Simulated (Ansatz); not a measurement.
CH$_{3}$Cl, charge +1, doublet, geometry from GFN2-xTB (a state made from the parent by changing its charge; the spin is typed, not shown lowest). Base run: Ansatz (a program for electronic structure) with PBE/def2-SVP.

The Ansatz input:
Ansatz 0.2 input:
```yaml
crystal:
  periodic: [false, false, false]
  atoms:
    - {symbol: C, position_ang: [-1.08267077, -0.02114820, -0.03195800]}
    - {symbol: Cl, position_ang: [0.64065512, 0.01251415, 0.01891069]}
    - {symbol: H, position_ang: [-1.42859924, -0.67442261, -0.85033520]}
    - {symbol: H, position_ang: [-1.48611056, -0.40516877, 0.91985068]}
    - {symbol: H, position_ang: [-1.48040265, 0.99374007, -0.19924927]}
basis:
  gaussian:
    orbitals: def2-SVP
hamiltonian:
  xc: pbe
total_charge: 1
magnetization: {spin_polarized: true, initial_magnetization: 1}
```

The base run was repeated with changes; each row names its change, and settings that it needs were set with it.

| change | E (Eh) | SCF-reference <S^2> | core-seconds (rough) |
|---|---|---|---|
| base | -499.27599 | 0.752 | 6 |
| functional = pbe0 | -499.31697 | 0.753 | 10 |
| functional = wB97M-V | -499.46282 | 0.752 | 20 |
| functional = blyp; dispersion = d3bj | -499.50091 | 0.752 | 6 |
| functional = pbe0; dispersion = d3bj | -499.31878 | 0.753 | 7 |
| functional = wB97X-V | -499.43431 | 0.753 | 20 |
| functional = cam_b3lyp | -499.50274 | 0.753 | 5 |
| functional = PBE-QIDH | -499.19343 | 0.756 | 10 |
| functional = b3lyp5 | -499.44115 | 0.752 | 6 |
| functional = revpbe | -499.42995 | 0.752 | 5 |
| functional = B2GP-PLYP | -499.25963 | 0.755 | 10 |
| functional = B97M-V | -499.39323 | 0.752 | 30 |
| functional = BHLYP | -499.49112 | 0.754 | 5 |

Totals shift with the method and basis; they matter in differences.
